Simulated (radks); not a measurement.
The numbers below are computed, except where a source is named.
Pm3+, configuration [Xe] 4f4. Code: a radial shooting solver on a logarithmic mesh with Libxc functionals. Model: scalar-relativistic Kohn-Sham, r2SCAN, spin-polarised, spherical densities, finite nucleus; open shells are filled with parallel spins first (spin-orbit coupling, left out, can overturn this in heavy ions); meta-GGA in the generalised Kohn-Sham scheme; Fermi nuclear charge, rms radius 4.962 fm. Some entries of the table are withheld. Estimate them.

| orbital | occ. | eigenvalue (eV) | <r> (bohr) |
|---|---|---|---|
| 1s up | 1 | -45119.20 | 0.02318 |
| 1s down | 1 | -45119.20 | 0.02318 |
| 2s down | 1 | -7382.027 | 0.09893 |
| 2s up | 1 | -7382.007 | 0.09893 |
| 2p down | 3 | -6592.280 | 0.08712 |
| 2p up | 3 | -6592.272 | 0.08712 |
| 3s up | 1 | -1642.854 | 0.2602 |
| 3s down | 1 | -1641.231 | 0.2600 |
| 3p up | 3 | -1393.525 | 0.2586 |
| 3p down | 3 | -1391.896 | 0.2584 |
| 3d up | 5 | -1051.725 | 0.2364 |
| 3d down | 5 | -1050.446 | 0.2361 |
| 4s up | 1 | -356.7308 | 0.5925 |
| 4s down | 1 | -352.4228 | 0.5923 |
| 4p up | 3 | -274.3511 | 0.6267 |
| 4p down | 3 | -269.9832 | 0.6264 |
| 4d up | 5 | (1) | 0.6852 |
| 4d down | 5 | (2) | 0.6857 |
| 5s up | 1 | (3) | (4) |
| 5s down | 1 | (5) | (6) |
| 5p up | 3 | -50.4151 | 1.599 |
| 5p down | 3 | -48.7631 | 1.628 |
| 4f up | 4 | -32.7737 | 0.9243 |
| 4f down | 0 | -28.7181 | 0.9569 |

Answer. 
(1) 4d up eigenvalue (eV): -157.5131
(2) 4d down eigenvalue (eV): -153.0698
(3) 5s up eigenvalue (eV): -71.3816
(4) 5s up <r> (bohr): 1.403
(5) 5s down eigenvalue (eV): -69.1281
(6) 5s down <r> (bohr): 1.426
